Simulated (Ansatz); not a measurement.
Born–Oppenheimer molecular dynamics of BF2H4N (8 atoms, charge 0, multiplicity 1). It starts at the highest image of a converged band. Of that band: The profile has 2 maxima (images 2, 4) with wells between them (image 3): this band takes more than one step, which may be the mechanism or a detour left from its start path. Neighbouring images differ by up to 1.4 eV, so the band resolves the path poorly. A vibrational analysis at the climbing image gives one clearly imaginary mode, 1328i cm⁻¹: a first-order saddle point.

Method: RKS PBE-D4/def2-SVPD (Ansatz 0.2.0).

```
ensemble                      : NVE (velocity Verlet)
time step                     : 0.5 fs
steps asked                   : 200
starting velocities drawn for : 300 K
seed                          : 3012
```

First frame:

```xyz
8
Properties=species:S:1:pos:R:3
B -0.032 0.255 0.242
N -0.014 0.058 1.785
H -0.811 -0.415 2.215
H 0.879 -0.172 2.223
F 1.174 0.054 -0.369
F -1.161 -0.223 -0.366
H -0.204 1.690 0.284
H -0.172 1.308 1.256
```

Task: What does the run give?

Result: All steps were run.

```
steps done                                               : 200
time covered                                             : 100 fs
mean temperature over the second half                    : 919 K
spread of the potential energy over the second half      : 17.9 meV per atom
mean potential energy of the second half above the start : -60.1 meV per atom
```

The conserved energy stayed within 0.42 meV per atom of its start (net change -0.023 meV per atom), so the integration is sound. The kinetic energy rose, since the run started high on the potential surface and went downhill. A run of 0.1 ps of so small a system gives no equilibrium averages. The orbitals stay closed-shell, which can raise the energy where a bond breaks towards radicals; this wasn't checked here.

Task: What happens to the structure?

Result: Between its relaxed ends the band would form B1–H7, N2–H8 and break H7–H8. These pairs go: B1–H7 1.45 → 1.20 Å, N2–H8 1.37 → 1.09 Å, H7–H8 1.04 → 2.00 Å. In the last frame they stand as after the step (other bonds may differ from the relaxed reactants and products). It ends as one piece, BF2H4N. Pairs count as bonded within 1.25 times the sum of covalent radii (0.12 Å more for H–H). Another seed would give other details.

Task: How do temperature and energy run in time?

Result: 
```
time (fs)  T (K)  potential energy less start (eV)  conserved less start (meV/atom)
        0    300                             0.000                             0.00
        5    109                             0.149                             0.11
       10    112                             0.147                             0.09
       15    150                             0.117                             0.10
       20    326                            -0.019                             0.14
       25    943                            -0.499                             0.02
       30   1488                            -0.921                             0.03
       35   1744                            -1.123                            -0.39
       40   1340                            -0.807                            -0.11
       45    941                            -0.500                            -0.32
       50    911                            -0.474                            -0.02
       55    695                            -0.308                            -0.22
       60    734                            -0.337                            -0.05
       65    832                            -0.414                            -0.15
       70    942                            -0.499                            -0.12
       75    977                            -0.525                            -0.08
       80    993                            -0.538                            -0.10
       85   1268                            -0.752                            -0.12
       90    869                            -0.442                            -0.11
       95   1262                            -0.747                            -0.17
      100    832                            -0.413                            -0.02
```

Run time: 2.7 min on 4 threads of Arm Neoverse V1, with other jobs on the host, peak memory 0.14 GiB.
